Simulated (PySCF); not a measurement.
Start geometry of `BP[SiH2]B(F)F` from GFN2-xTB (Å):
```
atom  x, y, z in Å
B1     1.774   -0.833   -0.384
P2     1.102    0.555    0.652
Si3   -0.818    1.202   -0.372
B4    -1.402   -0.394   -1.330
F5    -1.168   -0.654   -2.604
F6    -2.024   -1.415   -0.731
H7     2.072   -1.833    0.081
H8     1.984   -0.578   -1.523
H9     0.587   -0.104    1.766
H10   -0.419    2.342   -1.194
H11   -1.650    1.686    0.743
```

Q: What comes out of this run: PBE0-D3(BJ)/def2-SVP geometry optimisation, gas phase in PySCF 2.14.0?

A: 
```
atom  x, y, z in Å
B1     2.0146   -0.5125   -0.7766
P2     1.1800    0.3096    0.6637
Si3   -0.7735    1.0830   -0.1486
B4    -1.7688   -0.4701   -0.9855
F5    -1.3786   -0.9705   -2.1430
F6    -2.7705   -1.0830   -0.3865
H7     2.6228   -1.5416   -0.6182
H8     2.0487    0.0750   -1.8297
H9     0.7977   -0.7370    1.5454
H10   -0.3918    2.0963   -1.1752
H11   -1.5420    1.7242    0.9584
```

The energy falls by 0.261 eV over 32 energy and gradient evaluations, the largest force component goes from 0.0357 to 3.6e-04 Eh/bohr, and the atoms move by 0.472 Å rms after alignment. The bond that changes most is Si3–B4 (SiH2 silicon to three-coordinate boron), which lengthens by 0.075 Å. Bonds longer at the end by more than 0.005 Å: 6 of 10; shorter: 2. Among the angles that change most is P2–Si3–H11, from 103.3° to 109.1°. Among the dihedrals that turn most is B1–P2–Si3–H10, from -96° to -63°. Rotational constants go from 3099, 1382, 1212 to 3278, 1269, 1091 MHz. The orientation of the end geometry is arbitrary; only internal coordinates are fixed.

The run used 117 basis functions and 194 SCF cycles in all. Hardware: an Arm Neoverse V2 with one thread, shared host. Cost: 2.6 min of wall time, 0.51 GiB resident at most.

No frequency check. The numbers are those of one conformer.
